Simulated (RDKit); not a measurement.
RDKit input (UFF):

```python
from rdkit import Chem
from rdkit.Chem import AllChem, rdDetermineBonds

mol = Chem.MolFromXYZFile('mol.xyz')
rdDetermineBonds.DetermineBonds(mol, charge=-1)
print('SMILES', Chem.MolToSmiles(Chem.RemoveHs(mol)))
ff = AllChem.UFFGetMoleculeForceField(mol)
e0 = ff.CalcEnergy()
flag = ff.Minimize(maxIts=5000, forceTol=1e-5)
print(f'energy {e0:.4f} -> {ff.CalcEnergy():.4f} kcal/mol, converged: {flag == 0}')
print(Chem.MolToXYZBlock(mol))
```
mol.xyz:
```
5

Si    -1.39887300    -0.16414800     0.47656900
Ge     0.71829400     0.06818900    -0.28933900
H     -2.04104600     0.15862200     1.79913000
H     -2.52328300    -0.73141700    -0.34729800
H      1.16315400     0.68882100     1.13506000
```

Output:

```
[00:24:03] UFFTYPER: Warning: hybridization set to SP3 for atom 0
[00:24:03] UFFTYPER: Unrecognized atom type: Ge2 (1)
SMILES [SiH2]=[GeH-]
energy 1.5563 -> -0.0880 kcal/mol, converged: True
5

Si    -1.293655   -0.032156    0.772437
Ge     0.718294    0.068189   -0.289339
H     -2.019190    0.244024    2.021348
H     -2.002451   -0.616590   -0.375823
H      0.515247    0.356599    0.645499
```

The dipole moment of an ion depends on the origin.

The geometry given is a B3LYP-D3(BJ)/def2-TZVP minimum.
